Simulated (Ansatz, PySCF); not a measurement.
Process, species as SMILES: N[Si](N)(N)O → N[Si](N)(N)[O] + H atom (the H-O bond at the site shown breaks; other sites are not compared here)
Each molecule is optimised on its own at B3LYP-D3(BJ)/def2-TZVP (Ansatz, a first-principles code), one conformer each, not searched for the lowest. Frequencies are from Ansatz or PySCF.

Quantity: bond dissociation energy (enthalpy at 298 K, with B3LYP-D3(BJ) rigid-rotor harmonic-oscillator terms), in kcal/mol. Valence correlation only, unless marked. UHF or UKS for open shells. No spin-orbit coupling. No relativistic terms. CBS marks a two-point X^-3 extrapolation of the correlation energy; Hartree-Fock from the larger set.

Level to compare with: CCSD(T)/CBS(cc-pV(T+d)Z,cc-pV(Q+d)Z) (Ansatz), 120.7 kcal/mol. It is a level with limits of its own, and the differences hold the functionals' basis error too.

Task: Rank these functionals by how close they come to CCSD(T)/CBS(cc-pV(T+d)Z,cc-pV(Q+d)Z), closest first: SVWN5/def2-TZVPD (Ansatz); wB97M-V/def2-TZVPD (Ansatz); PBE0/def2-TZVPD (Ansatz).

Result: SVWN5/def2-TZVPD (LDA, 119.9 kcal/mol, difference -0.8), wB97M-V/def2-TZVPD (range-separated hybrid meta-GGA with VV10, 117.1 kcal/mol, difference -3.6), PBE0/def2-TZVPD (global hybrid, 111.3 kcal/mol, difference -9.4)
